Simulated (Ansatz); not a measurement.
A series at Hf: from `[NH2][Hf]([NH2])([NH2])[Cl]`, ligands are replaced one by one, each step taking up H–F and setting free NH₃; n counts the steps. Ansatz, PBE0-D4/def2-TZVP geometries. Each molecule was computed in one conformer, which needn't be the lowest.

```
n                       molecule  zero-point energy, PBE0-D4/def2-TZVP (kJ/mol)
0  `[NH2][Hf]([NH2])([NH2])[Cl]`                                              ?
1    `[NH2][Hf]([NH2])([F])[Cl]`                                          136.9
2      `[NH2][Hf]([F])([F])[Cl]`                                           77.6
3        `[F][Hf]([F])([F])[Cl]`                                           18.7
```

Task: By hand: fit a straight line y = ȳ + b (n − n̄) to the 3 given rows and predict n = 0.

Result: n̄ = 2.000, ȳ = 77.73; Σ(n − n̄)(y − ȳ) = -118.20, Σ(n − n̄)² = 2.000, so b = -59.10 kJ/mol a step. Prediction: 77.73 + (-59.10) × (-2.000) = 195.9 kJ/mol.

Task: By hand: compare with the computed value, 197.0 kJ/mol, and give the steps along the whole series.

Result: The line misses by 1.1 kJ/mol (computed minus predicted). Steps: -60.1, -59.3, -58.9 kJ/mol.

The steps differ by at most 1.2 kJ/mol, 2.0 % of a mean step, so the ligands' effects nearly add and a line is close. The miss is 0.6 % of the series' range.
